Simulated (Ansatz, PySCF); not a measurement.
Complex: H2 (SMILES [H][H]) (first 2 atoms) with CH2O2 (SMILES O=CO); geometry from B3LYP-D3(BJ)/def2-TZVP, rigid monomers moved along the line of their centres of mass till H2···H7 is 2.94 Å.
(charge 0, multiplicity 1):
```xyz
7

H      0.015     0.413    -0.440
H     -0.078    -0.196    -0.020
O     -0.108    -1.225     3.582
C      0.100    -0.219     4.197
O      0.296     0.993     3.655
H      0.160    -0.150     5.291
H      0.238     0.899     2.689
```

Monomers are frozen at their geometry in the pair; levels with a basis set take the counterpoise correction.

Correlated levels freeze the cores. CBS(a, b) extrapolates the correlation energy as X⁻³ and adds the Hartree–Fock energy of set b.

Run with Ansatz (a first-principles code) with Gaussian orbitals; PySCF for the dispersion terms. 

PBE/def2-TZVPPD gives -0.46 kcal/mol for the interaction energy.

Q: Where do these levels fall relative to PBE: PBE-D3(BJ)/def2-TZVPPD, r2SCAN/def2-TZVPPD, PBE0/def2-TZVPPD, wB97M-V/def2-TZVPPD, MP2/CBS(aug-cc-pVDZ, aug-cc-pVTZ), CCSD(T)/CBS(aug-cc-pVDZ, aug-cc-pVTZ).

A: PBE-D3(BJ)/def2-TZVPPD -0.18; r2SCAN/def2-TZVPPD 0.13; PBE0/def2-TZVPPD 0.04; wB97M-V/def2-TZVPPD 0.01; MP2/CBS(aug-cc-pVDZ, aug-cc-pVTZ) -0.01; CCSD(T)/CBS(aug-cc-pVDZ, aug-cc-pVTZ) -0.04 kcal/mol. 3 of 6 lie above PBE; the widest gap is to PBE-D3(BJ)/def2-TZVPPD.
